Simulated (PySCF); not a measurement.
C₆H₃N₂O (doublet state).
Geometry (GFN2-xTB, Å), atoms numbered from 1 in this order:
```
atom  x, y, z in Å
O1     4.115    1.390    0.664
C2     3.491    0.418    0.334
C3     2.076    0.287    0.285
C4     0.872    0.139    0.185
C5    -0.496   -0.034    0.115
N6    -1.376    0.955   -0.215
C7    -2.559    0.393   -0.167
C8    -2.395   -0.989    0.199
N9    -1.116   -1.224    0.375
H10    3.991   -0.522    0.015
H11   -3.460    0.934   -0.381
H12   -3.142   -1.747    0.329
```

The hyperfine couplings belong to this conformer and change with its torsions.

Identity: `O=CC#CC1=NC=C[N]1` [radical].

Theory: PySCF 2.14.0, UKS B3LYP, pcH-1 on C H N O, non-relativistic, mean-field spin-orbit, GIAO. Geometry: GFN2-xTB; no solvent, vibrations or thermal averaging. The geometry wasn't refined by DFT: couplings that depend on bond lengths, twists or pyramidal angles can differ widely from those at the functional's own minimum. Stability of the SCF solution: not tested. ⟨S²⟩ is 0.773 where a pure state has 0.75.

The largest Mulliken spin populations are on C5 (+0.41), C3 (+0.33), C7 (+0.29) and C8 (+0.28). Four atoms exceed +0.15. The positive populations add up to 1.40 and the negative ones to -0.40, together 2S = 1.

Q: Test a(H) = Q·ρ(C) for the protons on planar carbons with a spin population beyond ±0.08.

A: 
```
  H   C    ρ(C)  a(H) (G)  a/ρ (G)
H11  C7  +0.286     -8.08    -28.2
H12  C8  +0.284     -8.03    -28.2
```

A least-squares line through the origin gives Q = -28.2 G with Mulliken populations. In every row coupling and population have opposite signs.

Couplings in gauss use g_iso = 2.0031.

On one thread, Arm Neoverse V2 (aarch64), shared host with 96 logical CPUs at a one-minute load of 84, this took 60 s of wall time (with the writing of density and orbital grids) and 0.90 GiB of memory at its peak.
